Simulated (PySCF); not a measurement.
H2S, SMILES S. Heavy atoms are numbered as in [SH2:1]. Hydrogens are named by the atom that carries them.

The structure is a stationary point at B3LYP-D3(BJ)/def2-TZVP.

Level of theory: PBE/pcSseg-1 run with PySCF.

GIAO shieldings, no solvent; atoms alike by connectivity are averaged. δ = σ(ref) − σ: ¹H against TMS (σ = 31.49 ppm), references at their B3LYP-D3(BJ)/def2-TZVP geometries, non-relativistic.

Computed chemical shifts:
```
nucleus    atoms  count  δ (ppm)
-------  -------  -----  -------
¹H       H on S1      2     0.80
```
